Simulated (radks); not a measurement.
Results of a calculation; reference values are marked as such.
Ir3+, 74 electrons, occupied as [Xe] 4f14 5d6 (the NIST ground configuration). Code: a radial shooting solver on a logarithmic mesh with Libxc functionals. Model: scalar-relativistic Kohn-Sham, PBE, spin-polarised, spherical densities, point nucleus; open shells are filled with parallel spins first (spin-orbit coupling, left out, can overturn this in heavy ions).

Unscreened Slater integrals over Kohn-Sham orbitals (eV). They are taken over the spin-up orbitals. Empty in this configuration: 6s.

\begin{tabular}{lr}
integral & value \\ \hline
F0(5d,5d) & 15.977 \\
F2(5d,5d) & 8.3823 \\
F4(5d,5d) & 5.5724 \\
F0(5d,5p) & 18.131 \\
F2(5d,5p) & 9.0166 \\
G1(5d,5p) & 10.817 \\
G3(5d,5p) & 6.7081 \\
F0(5d,4f) & 20.554 \\
F2(5d,4f) & 4.8314 \\
F4(5d,4f) & 2.2595 \\
G1(5d,4f) & 1.6524 \\
G3(5d,4f) & 1.5266 \\
G5(5d,4f) & 1.2132 \\
F0(5d,6s) & 11.937 \\
G2(5d,6s) & 2.9960 \\
F0(5p,5p) & 21.702 \\
F2(5p,5p) & 11.726 \\
F0(5p,4f) & 26.664 \\
F2(5p,4f) & 8.3510 \\
G2(5p,4f) & 3.3373 \\
G4(5p,4f) & 2.7783 \\
F0(5p,6s) & 12.612 \\
G1(5p,6s) & 1.1012 \\
F0(4f,4f) & 46.577 \\
F2(4f,4f) & 22.909 \\
F4(4f,4f) & 14.538 \\
F6(4f,4f) & 10.508 \\
F0(4f,6s) & 13.512 \\
G3(4f,6s) & 0.46054 \\
F0(6s,6s) & 10.317 \\
\end{tabular}

Derived for the open shells (J is the average intra-shell exchange parameter used in DFT+U). 5d: Racah B = F2/49 - 5 F4/441 = 0.1079 eV, C = 35 F4/441 = 0.4423 eV, C/B = 4.10, F4/F2 = 0.665, J = (F2 + F4)/14 = 0.9968 eV.
